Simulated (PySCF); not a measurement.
# Bonding in `CC(=O)OC(=O)COC=O`

C5H6O5.
SMILES with atom numbers: `[CH3:1][C:2](=[O:3])[O:4][C:5](=[O:6])[CH2:7][O:8][CH:9]=[O:10]` (hydrogens: H11, H12, H13 on C1; H14, H15 on C7; H16 on C9)

Cartesian coordinates in Å at the GFN2-xTB level; atoms count from 1:
```xyz
16
C5H6O5 angstrom
C     -3.0480    0.4510    0.2611
C     -1.9938   -0.3392   -0.4475
O     -2.1218   -1.0152   -1.4135
O     -0.7907   -0.1972    0.2413
C      0.4101   -0.5219   -0.3100
O      0.6164   -0.7721   -1.4510
C      1.4761   -0.4761    0.7838
O      2.7698   -0.5512    0.2119
C      3.1513    0.5165   -0.4818
O      2.5398    1.5353   -0.5919
H     -3.0539    0.1905    1.3166
H     -4.0172    0.2521   -0.1856
H     -2.8118    1.5099    0.1765
H      1.3694   -1.3424    1.4393
H      1.3546    0.4496    1.3576
H      4.1422    0.3193   -0.9181
```

Bond orders from the PBE0/pcSseg-1 density (PySCF). The structure is a single GFN2-xTB conformer in the gas phase; no vibrational or solvent corrections.

(1) Where do the orders between heavy atoms depart from those drawn in the SMILES?

(2) Set the Mayer orders of the bonds between heavy atoms beside their lengths.

Results:

(1) The largest departure is 0.123, at C7–O8 (drawn single, 0.877). Drawn single, order below 0.88: C7–O8 (0.877).

(2) 
```tsv
bond	drawn as	length (Å)	Mayer order
C1–C2	single	1.496	1.023
C2–O3	double	1.186	2.100
C2–O4	single	1.394	0.900
O4–C5	single	1.361	0.963
C5–O6	double	1.186	2.077
C5–C7	single	1.528	0.956
C7–O8	single	1.416	0.877
O8–C9	single	1.329	1.111
C9–O10	double	1.193	1.958
```

Bonds between the same two heavy elements. C–C: lowest C5–C7 (0.956, 1.528 Å), highest C1–C2 (1.023, 1.496 Å). C–O: lowest C7–O8 (0.877, 1.416 Å), highest C2–O3 (2.100, 1.186 Å).

Question: And the bonds to hydrogen?

Answer: C–H: 0.93 to 0.96 (6 bonds).

Question: Sum the orders of all bonds at each heavy atom with more than one neighbour and set the sums beside the valence in the SMILES.

Answer: C1 3.861 (drawn 4), C2 4.023 (drawn 4), O4 1.863 (drawn 2), C5 3.996 (drawn 4), C7 3.695 (drawn 4), O8 1.988 (drawn 2), C9 4.003 (drawn 4). Orders between atoms that aren't bonded are not in these sums.

The Mayer order sums products of elements of PS (density times overlap matrix) between the two atoms' basis functions, so it depends on the basis set.

The run behind these numbers computed NMR shieldings as well. On Arm Neoverse V2, one thread, shared host with 96 logical CPUs at a one-minute load of 32, this took 30 s and 0.87 GiB of memory at its peak.
